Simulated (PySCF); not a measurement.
Highest occupied level (eV) of eight halogen compounds: PBE beside HF, computed with PySCF for isolated molecules in the bases named; differences from unrounded values. The eight are the first of their class met in an unordered collection, after screening for sound electronic states; none was chosen by its value. Each molecule has one DFT geometry for both levels.

```csv
molecule,basis,HF,PBE,difference
"1-bromobuta-1,2-diene (C4H5Br), SMILES CC=C=CBr",def2-TZVP,-9.67,-5.97,3.70
"2-chloro-3,3-difluoroprop-1-ene (C₃H₃ClF₂), SMILES C=C(Cl)C(F)F",def2-TZVP,-10.56,-6.77,3.79
"C₄H₆F₂, SMILES [C@H](F)(/C=C\F)C",def2-TZVP,-10.30,-6.33,3.97
"C4H4ClF, SMILES FC1=C(Cl)CC1",def2-TZVP,-9.56,-5.75,3.81
"C3H5Cl2F, SMILES ClC(CC)(F)Cl",def2-TZVP,-12.20,-7.37,4.84
"C4H5Cl, SMILES ClC=C=CC",def2-TZVP,-9.88,-6.06,3.83
"1-fluoro-1-methylcyclopropane (C₄H₇F), SMILES FC1(CC1)C",def2-TZVP,-11.15,-6.42,4.72
"SeCl4, SMILES Cl[Se](Cl)(Cl)Cl",def2-TZVP,-10.63,-7.30,3.32
```

PBE lies below HF in 0 and above it in 8 of the eight; the mean signed difference is 4.00 and the largest 4.84 eV.
